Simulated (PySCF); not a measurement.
# Relaxation of doublet AsI2

These are results of PySCF, UPBE0, basis As def2-SVP, I def2-SVP with ECP28 (scalar-relativistic core potentials, no spin–orbit coupling, density fitting), not measurements. A (50,194) grid was used.

A hand-made linear start, of D∞h symmetry, held to at least that symmetry:

```xyz
3
charge 0 multiplicity 2, angstrom
As    0.0000    0.0000    0.0000
I     0.0000    0.0000    2.5400
I     0.0000    0.0000   -2.5400
```

Optimiser trace:
| step | E − E(last) (kJ/mol) | largest gradient (Eh/bohr) |
| --- | --- | --- |
| 0 | 13.56 | 0.02568 |
| 1 | 1.09 | 0.00654 |
| 2 | 0.04 | 0.00126 |
| 3 | 0.00 | 0.00009 |
| 4 | 0.00 | 0.00001 |

It ends at D∞h with As–I 2.655 Å (×2); I–As–I 180.0° (after a last refinement on a finer grid). A frequency run shows 2 imaginary modes, down to 137i cm⁻¹, so it is a higher-order saddle point. Other isomers or separated fragments may lie lower.

Final geometry:
Z-matrix (Å, degrees; charge 0 multiplicity 2):
```
As
I  1 2.6551
I  1 2.6551 2 180.00
```

Spin–orbit coupling, left out here, can matter for elements this heavy.

The relaxation took of the order of 40 core-seconds on a shared host.
